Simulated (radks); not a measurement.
Results of a calculation; reference values are marked as such.
Neutral vanadium inside a hard spherical wall (all orbitals vanish at R), configuration held at [Ar] 3d3 4s2 and not refilled when levels cross. Level of theory: scalar-relativistic Kohn-Sham, PBE, spin-polarised, spherical densities, point nucleus; open shells are filled with parallel spins first (a radial shooting solver on a logarithmic mesh with Libxc functionals). Eigenvalues in eV for spin up, with the zero of energy where the potential of the charges vanishes at infinity; a dash marks a level that is unbound or too diffuse for the functional's potential to be trusted. A positive occupied level is held by the wall or, in an anion where self-interaction has pushed it up, behind a barrier. The pressure on the wall is -dE/dV.

R (bohr)  E (hartree)  kinetic (hartree)    e(3s)    e(3p)   e(3d)   e(4s)  e(4p, empty)  e(5s, empty)  pressure (GPa)
free       -949.07138            957.872  -71.154  -44.960  -6.003  -4.976        -1.570             -               0
20         -949.07138            957.872  -71.154  -44.960  -6.003  -4.976        -1.570             -        < 0.0001
12         -949.07130            957.873  -71.144  -44.950  -5.994  -4.969        -1.539         0.802         0.00147
10         -949.07064            957.879  -71.093  -44.899  -5.945  -4.929        -1.435         1.788          0.0188
8          -949.06503            957.919  -70.823  -44.630  -5.688  -4.704        -0.998         4.397           0.247
7          -949.05305            957.987  -70.428  -44.235  -5.316  -4.347        -0.391         7.241           0.927
6          -949.01837            958.155  -69.609  -43.423  -4.555  -3.520         0.894        12.471            3.69
5          -948.91430            958.579  -67.922  -41.760  -2.990  -1.500         3.778        22.860            16.3
4          -948.57363            959.770  -64.353  -38.276   0.414   4.016        11.032        46.008            88.2
3.5        -948.13940            961.178  -61.154  -35.169   3.643  10.306        18.833        68.722             232
2          -938.77134            989.725  -28.078   -1.050  42.689  113.32        129.95        336.39           12300
